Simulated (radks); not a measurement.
Problem. Cd25+, 23 electrons, occupied as [Ar] 3d5. Calculated with a radial shooting solver on a logarithmic mesh with Libxc functionals: scalar-relativistic Kohn-Sham, PBE, spin-unpolarised, spherical densities, point nucleus. Some entries of the table are withheld. Estimate them.

| orbital | occ. | eigenvalue (eV) | <r^2> (bohr^2) | <r> (bohr) |
|---|---|---|---|---|
| 1s | 2 | -27532.90 | (1) | 0.03040 |
| 2s | 2 | -4927.922 | (2) | 0.1310 |
| 2p | 6 | (3) | 0.01592 | (4) |
| 3s | 2 | -1602.397 | 0.1309 | 0.3391 |
| 3p | 6 | -1471.812 | 0.1281 | 0.3331 |
| 3d | 5 | -1283.098 | (5) | 0.3016 |
| 4s | 0 | -767.6699 | 0.5185 | 0.6799 |
| 4p | 0 | -717.4188 | 0.5373 | 0.6898 |

Solution. 
(1) 1s <r^2> (bohr^2): 0.001250
(2) 2s <r^2> (bohr^2): 0.02022
(3) 2p eigenvalue (eV): -4528.441
(4) 2p <r> (bohr): 0.1143
(5) 3d <r^2> (bohr^2): 0.1062
